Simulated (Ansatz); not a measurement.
Stepwise reaction of `[NH]=[V]([NH2])([OH])[OH]` with hydrogen chloride, as a gas-phase model of exchange steps in deposition or etching. ΔE in kJ/mol; ΔG adds harmonic PBE0-D4 terms to CCSD(T)/CBS, at 1 bar.

Computed with Ansatz on PBE0-D4/def2-TZVP structures; ΔE is electronic, products minus reactants. CBS: MP2 limit from def2 TZ/QZ plus the TZ coupled-cluster correction, frozen cores. This one scheme is used for every species. Functionals use def2-TZVPP. B3LYP here is the variant with VWN-RPA as its local correlation; programs differ in this. For V outer-core shells are correlated without core-valence functions, which leaves a few kJ/mol of doubt a bond. Scalar relativity is left out up to krypton. Each species was taken in one conformer, which may not be the lowest.

| step | reaction | PBE-D4 | B3LYP-D4 | ωB97M-V | CCSD(T)/CBS | ΔG(500 K) |
| --- | --- | --- | --- | --- | --- | --- |
| 1 | `[NH]=[V]([NH2])([OH])[OH]` + HCl → `[NH]=[V]([NH2])([OH])[Cl]` + H₂O | -39.8 | -40.1 | -39.5 | -44.1 | -37.1 |
| 2 | `[NH]=[V]([NH2])([OH])[Cl]` + HCl → `[NH]=[V]([NH2])([Cl])[Cl]` + H₂O | -30.0 | -30.2 | -29.1 | -36.2 | -31.8 |

By hand: ΔE of the 2 steps together at CCSD(T)/CBS.

(-44.1) + (-36.2) = -80.3 kJ/mol, or -40.2 kJ/mol a step.

In ΔE each step is higher than the one before. All are downhill at CCSD(T)/CBS. ΔG lies between -37.1 and -31.8 kJ/mol a step. PBE-D4 differs from CCSD(T)/CBS by 4.3 to 6.2 kJ/mol a step. Isolated molecules leave out the surface, adducts and barriers. Largest T1 diagnostic: 0.030.
